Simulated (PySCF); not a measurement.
C5H9NO (SMILES CN1CCCC1=O), singlet, geometry from GFN2-xTB; PySCF with DF-B3LYP/6-311++G**.

PySCF was given this input:
```python
from pyscf import gto, scf, dft

mol = gto.Mole()
mol.atom = '''
    C     2.10718030   -0.10566990    0.05077275
    N     0.69270521    0.08905907   -0.09332066
    C     0.14997135    0.98033666   -1.08972839
    C    -1.32752946    1.09849129   -0.69883366
    C    -1.60250964   -0.19679329    0.06324944
    C    -0.23541035   -0.62430679    0.57963264
    O    -0.00257823   -1.45674522    1.42691988
    H     2.59806457    0.83177957    0.32361649
    H     2.54565104   -0.47833752   -0.87929269
    H     2.25899065   -0.83912003    0.84118692
    H     0.27013507    0.54960589   -2.09371243
    H     0.67024368    1.94223616   -1.06616009
    H    -1.46840915    1.95525366   -0.03929380
    H    -1.97158737    1.22354647   -1.56688659
    H    -2.30886961   -0.08111558    0.88246881
    H    -1.97274293   -0.98564829   -0.59459778
'''
mol.basis = '6-311++g**'
mol.verbose = 4
mol.build()

mf = dft.RKS(mol)
mf.xc = 'b3lyp'
mf = mf.density_fit(auxbasis='def2-universal-jkfit')
mf.kernel()
```

The log (banner, timings and long lists left out):

```
PySCF version 2.14.0

[INPUT] verbose = 4
[INPUT] num. atoms = 16
[INPUT] num. electrons = 54
[INPUT] charge = 0
[INPUT] spin (= nelec alpha-beta = 2S) = 0
[INPUT] symmetry False subgroup None
[INPUT] Mole.unit = angstrom
[INPUT] Symbol           X                Y                Z      unit          X                Y                Z       unit  Magmom
[...]
nuclear repulsion = 317.328638463402
number of shells = 115
number of NR pGTOs = 326
number of NR cGTOs = 217
basis = 6-311++g**
ecp = {}

******** <class 'pyscf.df.df_jk.DFRKS'> ********
method = DFRKS
initial guess = minao
damping factor = 0
level_shift factor = 0
DIIS = <class 'pyscf.scf.diis.CDIIS'>
diis_start_cycle = 1
diis_space = 8
diis_damp = 0
SCF conv_tol = 1e-09
SCF conv_tol_grad = None
SCF max_cycles = 50
direct_scf = False
XC library pyscf.dft.libxc version 7.1.2
    S. Lehtola, C. Steigemann, M. J. T. Oliveira, and M. A. L. Marques,  SoftwareX 7, 1–5 (2018)
XC functionals = b3lyp
    P. J. Stephens, F. J. Devlin, C. F. Chabalowski, and M. J. Frisch,  J. Phys. Chem. 98, 11623 (1994)
radial grids:
    Treutler-Ahlrichs [JCP 102, 346 (1995); DOI:10.1063/1.469408] (M4) radial grids

becke partition: Becke, JCP 88, 2547 (1988); DOI:10.1063/1.454033
pruning grids: <function nwchem_prune>
grids dens level: 3
symmetrized grids: False
atomic radii adjust function: <function treutler_atomic_radii_adjust>
small_rho_cutoff = 0
Set gradient conv threshold to 3.16228e-05
Initial guess from minao.
tot grids = 186848
******** <class 'pyscf.df.df.DF'> ********
auxbasis = def2-universal-jkfit
init E= -326.980787418437
[...]
cycle= 1 E= -325.876378392735  delta_E=  1.1  |g|= 0.906  |ddm|= 4.02
[...]
cycle= 2 E= -325.203236187637  delta_E= 0.673  |g|= 2.02  |ddm|=  7.4
[...]
cycle= 3 E= -326.024188230702  delta_E= -0.821  |g|= 0.249  |ddm|= 6.72
[...]
cycle= 4 E= -326.03619745329  delta_E= -0.012  |g|= 0.111  |ddm|= 0.367
[...]
cycle= 5 E= -326.038787104131  delta_E= -0.00259  |g|= 0.0296  |ddm|= 0.135
[...]
cycle= 6 E= -326.038955250974  delta_E= -0.000168  |g|= 0.00809  |ddm|= 0.0355
[...]
cycle= 7 E= -326.038968029017  delta_E= -1.28e-05  |g|= 0.0016  |ddm|= 0.00971
[...]
cycle= 8 E= -326.038968527268  delta_E= -4.98e-07  |g|= 0.000598  |ddm|= 0.00236
[...]
cycle= 9 E= -326.038968611557  delta_E= -8.43e-08  |g|= 7.05e-05  |ddm|= 0.00112
[...]
cycle= 10 E= -326.038968612592  delta_E= -1.04e-09  |g|= 2.59e-05  |ddm|= 0.00016
[...]
cycle= 11 E= -326.038968612717  delta_E= -1.25e-10  |g|= 1.03e-05  |ddm|= 4.15e-05
[...]
Extra cycle  E= -326.038968612701  delta_E= 1.59e-11  |g|= 1.3e-05  |ddm|= 3.09e-05
converged SCF energy = -326.038968612701
```
